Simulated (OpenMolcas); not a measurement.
## What dynamic correlation does to the levels of Au2+

```yaml
Program: OpenMolcas
Basis: ANO-RCC-VTZP [8s7p5d3f1g]
Scalar_Hamiltonian: DKH2, point nucleus
Active_space: 9 electrons in 6 orbitals (5d 6s)
State_averaging: 2S+1 = 2 even, 30 roots; 2S+1 = 4 even, 10 roots kept (CI in the orbitals of an earlier block)
Spin-orbit_coupling: RASSI with atomic mean-field integrals over the reference wave functions, term energies averaged over their components
```

Methods on the same reference wave functions:
A. CASSCF
B. SS-CASPT2, IPEA 0.25 Eh, imaginary shift 0.1 Eh (closed shells correlated: 5s 5p)
C. MS-CASPT2, IPEA 0.25 Eh, imaginary shift 0.1 Eh (closed shells correlated: 5s 5p)
D. XMS-CASPT2, IPEA 0.25 Eh, imaginary shift 0.1 Eh (closed shells correlated: 5s 5p)

Energies in cm⁻¹ above 5d⁹ ²D_5/2, the measured ground level; measured values from Iglesias, J. Res. Natl. Bur. Stand. 64A, 481 (1960).

| Level | A | B | C | D | Measured |
| --- | --- | --- | --- | --- | --- |
| 5d⁹ ²D_5/2 | 0.0 | 0.0 | 0.0 | 0.0 | 0.0 |
| 5d⁹ ²D_3/2 | 13194 | 13190 | 13300 | 13280 | 12694 |
| 5d⁸ 6s ⁴F_9/2 | 25812 | 27310 | 27360 | 28570 | 29754 |
| 5d⁸ 6s ⁴F_7/2 [63 %] | 31556 | 32400 | 32440 | 33800 | 35077 |
| 5d⁸ 6s ²F_7/2 [61 %] | 43180 | 43230 | 43280 | 44770 | 45740 |
| 5d⁸ 6s ⁴P_1/2 | 49753 | 47640 | 47680 | 48660 | 49439 |
| 5d⁸ 6s ²G_9/2 | 57924 | 56170 | 56220 | 57670 | 57819 |
| 5d⁸ 6s ²G_7/2 | 58384 | 56610 | 56660 | 58130 | 58585 |
| 5d⁸ 6s ²P_1/2 | 59939 | 56200 | 56250 | 57920 | 58327 |

Deviations, from unrounded energies. A percentage is the sum of absolute deviations over the sum of measured energies, with the sign that they share, or ± where signs differ.

```json
{"Against measurement": "mean absolute deviation (cm-1)", "Levels": "8", "A": "1600", "B": "2000", "C": "1900", "D": "720"}
{"Against measurement": "fine structure of the ground term (%)", "Levels": "1", "A": "+3.9", "B": "+3.9", "C": "+4.8", "D": "+4.6"}
{"Against measurement": "other configurations (%)", "Levels": "7", "A": "±3.7", "B": "-4.5", "C": "-4.4", "D": "-1.6"}
```

D lies closest to measurement on these levels and B furthest from it. The largest miss of D in the table is 5d⁸ 6s ⁴F_7/2 [63 %], by -1300 cm-1. The ranking rests on the paired levels alone, and a cruder setting can come out closer through cancelling errors.

Among B to D the level of the table that moves most is 5d⁸ 6s ²P_1/2, by 1700 cm-1 (lowest in B, highest in D). Moves below CASPT2's spread within the term are not significant.

The lowest spin-free term lies below A's lowest term by 0.467 hartree in B, 0.467 hartree in C, 0.479 hartree in D.

CASPT2 breaks the degeneracy within a term, and the mean is taken; among the terms shown or strongly mixed into the levels shown the widest spread is 1100 cm-1 (5d⁸ 6s ²F, D). Terms from blocks run as CI alone lack orbitals of their own. A single d shell beside an s shell can misplace configurations of different d count against each other. The CASPT2 spread within a term exceeds the gap to the next term for 5d⁸ 6s ²P and 5d⁸ 6s ²G, so the order of their levels is uncertain (figures for C; the like holds for D). Without dynamic correlation excited terms often stand tens of per cent too high (terms of higher spin than the ground term too low), and those without a measured partner can miss by more than the paired ones (holds for A). Measured partners are found by configuration, term and J. A level has none where our copy of the source lacks it or the pairing is in doubt (some pairs that miss far off the trend of their configuration count as doubtful), and it then counts in no deviation. Only configurations of the active space appear. Levels that lie high or do not pair safely by name in every column are left out.

A share in square brackets marks a mixed level and gives the weight of the term that names it, the lowest over the columns.
